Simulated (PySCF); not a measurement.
C2H6GeSi, SMILES [CH]1=C[SiH2][GeH2]1. Atoms are numbered in the order given.

```xyz
10

C     -1.1196     1.3911     0.0000
C     -1.5082     0.0933     0.0000
Ge     0.1772    -0.9515     0.0000
Si     0.7744     1.3756     0.0000
H     -1.8306     2.2283     0.0000
H     -2.5573    -0.2310     0.0000
H      0.3966    -1.8278    -1.2538
H      0.3966    -1.8278     1.2538
H      1.4240     1.9697     1.2075
H      1.4240     1.9697    -1.2075
```

Coordinates come from a B3LYP-D3(BJ)/def2-SVP optimisation. This is a generated structure with no PubChem entry under its InChIKey; it may be hypothetical.

These are PBE/def2-TZVP (PySCF) values and carry that method's errors.

ESP charges are fitted to the potential on shells at 1.4 to 2.0 van der Waals radii. Atomic charges (e):

```csv
atom,Löwdin,ESP fit,Mulliken
C1,-0.29,-0.20,-0.20
C2,-0.30,-0.18,___
Ge3,0.33,0.07,0.12
Si4,0.16,0.17,___
H5,0.12,0.13,___
H6,0.12,0.14,0.11
H7,-0.05,-0.02,0.00
H8,-0.05,-0.02,0.00
H9,-0.03,-0.05,___
H10,-0.03,-0.05,___
```

Some entries are withheld; supply them. (Estimate from the structure and the level; the computed values follow.)


- C2, Mulliken: -0.17
- Si4, Mulliken: 0.08
- H5, Mulliken: 0.11
- H9, Mulliken: -0.02
- H10, Mulliken: -0.02
